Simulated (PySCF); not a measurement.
**Peak assignment**

Molfile (atoms numbered from 1):
```
C4H2F2O3
     RDKit          3D

 11 11  0  0  0  0  0  0  0  0999 V2000
    0.5922   -0.2618    2.3871 O   0  0  0  0  0  0  0  0  0  0  0  0
    0.7806   -0.1490    1.2354 C   0  0  0  0  0  0  0  0  0  0  0  0
    1.8747    0.4034    0.5729 O   0  0  0  0  0  0  0  0  0  0  0  0
    1.3115    0.1835   -0.6681 C   0  0  0  0  0  0  0  0  0  0  0  0
    1.7149    0.4609   -1.7372 O   0  0  0  0  0  0  0  0  0  0  0  0
    0.0668   -0.4886   -0.0804 C   0  0  0  0  0  0  0  0  0  0  0  0
   -1.2713    0.1896   -0.3658 C   0  0  0  0  0  0  0  0  0  0  0  0
   -2.2728   -0.4486    0.2696 F   0  0  0  0  0  0  0  0  0  0  0  0
   -1.2666    1.4609    0.0856 F   0  0  0  0  0  0  0  0  0  0  0  0
   -0.0244   -1.5581   -0.2810 H   0  0  0  0  0  0  0  0  0  0  0  0
   -1.5002    0.2105   -1.4440 H   0  0  0  0  0  0  0  0  0  0  0  0
  1  2  2  0
  2  3  1  0
  3  4  1  0
  4  5  2  0
  4  6  1  0
  6  7  1  0
  7  8  1  0
  7  9  1  0
  6  2  1  0
  6 10  1  0
  7 11  1  0
M  END
```

Computational details: coordinates at the GFN2-xTB level, GIAO PBE0/pcSseg-1 shieldings, in PySCF 2.14.0 with density-fitted response routines (relativity neglected, one computed conformer, no solvent model, averaged over atoms made equivalent by symmetry, fast rotation or ring inversion).

Shifts are taken against calculated references (same method and geometry level): $^{13}$C, $^{1}$H against TMS.

Question: Assign these signals to the numbered atoms. $^{13}$C{$^{1}$H} NMR (computed): δ 164.7 (C), 117.2 (CH), 67.2 (CH).

Answer: 
164.7 → C2/C4, anhydride carbonyl carbon: lone-pair donation from the attached heteroatom keeps it upfield of a ketone carbonyl
117.2 → C7, sp3 CH bonded to 2 F: 2 electronegative neighbours deshield it
67.2 → C6, sp3 CH α to a carbonyl

Question: Assign these signals to the numbered atoms. $^{1}$H NMR (300 MHz, computed): δ 6.47 (m, 1H), 4.20 (m, 1H).

Answer: 
| δ (ppm) | atoms | environment | reason |
| --- | --- | --- | --- |
| 6.47 | H11 | hydrogen on an sp3 CH bonded to 2 F | its carbon carries F, which withdraws density |
| 4.20 | H10 | hydrogen on an sp3 CH α to a carbonyl | – |

Splittings by $^{19}$F in the carbon and heteronuclear signals aren't shown, as no couplings were computed. Shifts are as computed. Against solution values, carbons near 30 ppm lie about +3 ppm off and those near 130 ppm about +5 ppm. Of 1211 compounds with measured shifts, 218 miss one by over three times the rms of a fit or turn the order of signals round; such compounds aren't used in these exercises. Multiplicities follow the n + 1 count of equivalent neighbours, as no J values were calculated; m marks all less simple cases, F and P coupling included.
